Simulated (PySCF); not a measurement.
PySCF was given this input:
```python
from pyscf import gto, scf, dft

mol = gto.Mole()
mol.atom = '''
    B    -0.851037    0.060965   -0.059266
    N     0.704006   -0.076802    0.021988
    H    -1.310669   -0.658179   -0.862416
    H    -1.210109    1.215258   -0.097623
    H    -1.371797    0.056648    1.032333
    H     0.958971   -1.043415    0.247455
    H     1.138764    0.537814    0.714400
    H     1.121981    0.124665   -0.891736
'''
mol.basis = 'sto-3g'
mol.charge = 1
mol.spin = 1
mol.verbose = 4
mol.build()

mf = dft.UKS(mol)
mf.xc = 'bhandhlyp'
mf = mf.density_fit(auxbasis='def2-universal-jkfit')
mf.kernel()
```

Problem. Give the total energy at the level DF-BHANDHLYP/STO-3G run with PySCF.

Solution. -81.8115 Eh

Problem. Estimate the Mulliken (on the basis functions themselves) charges in atom order that DF-BHANDHLYP/STO-3G returns for this input.

Solution. B1 0.12, N2 -0.45, H3 0.02, H4 0.16, H5 0.16, H6 0.33, H7 0.32, H8 0.33

Problem. What nuclear repulsion energy does DF-BHANDHLYP/STO-3G give?

Solution. 41.3730 Eh

Problem. Estimate the <S^2> that DF-BHANDHLYP/STO-3G returns for this input.

Solution. 0.754

Problem. Predict the number of basis functions from DF-BHANDHLYP/STO-3G.

Solution. 16

Problem. What is the computed HOMO energy (DF-BHANDHLYP/STO-3G)?

Solution. -16.73 eV

These values belong to the state on which the SCF converged, which isn't shown to be the lowest.
